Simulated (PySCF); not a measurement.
Ligands exchanged one at a time, Sn Cl-OH. All species are isolated molecules in the gas phase. One relaxed conformer stands for each flexible species; it need not be the lowest. Strings in code marks are SMILES.

These are PBE-D3(BJ)/def2-TZVP // r2SCAN-D4/def2-TZVP in PySCF values and carry that method's errors. All candidates: neutral, multiplicity 1. Excitations are Tamm–Dancoff values on a coarser integration grid. The basis has no diffuse functions, so Rydberg states are missing or too high.

* **LUMO**: -2.68 eV
* **HOMO**: -7.38 eV
* **T1 excitation (TDA)**: 4.50 eV

### Question
Say which member has these values.
A) `[OH][Sn]([OH])([OH])[Cl]`
B) `[OH][Sn]([OH])([OH])[OH]`
C) `[OH][Sn]([Cl])([Cl])[Cl]`

### Answer
B, `[OH][Sn]([OH])([OH])[OH]`. The others give `[OH][Sn]([OH])([OH])[Cl]`: -3.05 eV, -7.58 eV, 4.34 eV; `[OH][Sn]([Cl])([Cl])[Cl]`: -3.79 eV, -8.00 eV, 4.04 eV
